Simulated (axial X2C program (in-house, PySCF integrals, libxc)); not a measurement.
**Ionising SnC**

All values come from calculations with an in-house relativistic program for diatomic molecules, spin-free (one-electron X2C) or two-component (2c: spin–orbit coupling with atomic mean-field Coulomb and Gaunt terms, which also bring small scalar terms), in Dyall basis sets with cores contracted in-house; open shells are unrestricted.

Basis sets: C dyall-v3z, Sn dyall-cv3z.

```tsv
Hamiltonian	level	SnC state	Re (Å)	ωe (cm⁻¹)	De (eV)
spin-free	HF	M_S = 1, Λ = 1	2.099	575.6	1.67
spin-free	PBE0	M_S = 1, Λ = 1	2.008	649.0	3.13
2c	PBE0	Ω = 2	2.014	636.0	n/a
```

Adiabatic ionisation energy (minimum to minimum, no zero-point term) and constants of SnC⁺:

```tsv
Hamiltonian	level	SnC⁺ state	IE (eV)	Re (Å)	ωe (cm⁻¹)	De (eV)	fragments
spin-free	HF	M_S = 3/2, Λ = 0	6.80	2.086	666.0	1.71	Sn+ + C
spin-free	PBE0	M_S = 3/2, Λ = 0	7.59	2.108	607.8	2.85	Sn+ + C
2c	PBE0	Ω = 3/2	7.69	2.108	605.4	n/a	Sn+ + C
```

Add the zero-point terms to the ionisation energy at PBE0, 2c, and say whether the electron removed was bonding.

IE0 = IE + (ωe⁺ − ωe)/2 = 7.69 + (-0.002) = 7.69 eV. Re changes by 0.094 Å, so the bond lengthens, as on loss of a bonding electron.

Each entry is the lowest single determinant of a limited PBE0 search at one distance. De goes to single-determinant-based atoms at the same level (for ions the charge split of lowest energy) and is withheld (n/a) where an atom does not fit its ground term or J level. Main or longest-lived isotopes. One determinant is a doubtful description, or other states lie close, for SnC, SnC⁺; these need not be ground states, and all values refer to the states named. Some open-shell Ω = 0 determinants are out of reach, so the Ω given for SnC need not be the lowest component. With several unpaired electrons the Ω given is that of one determinant, not necessarily of the lowest component. The functionals have no current term, which raises determinants with orbital currents.
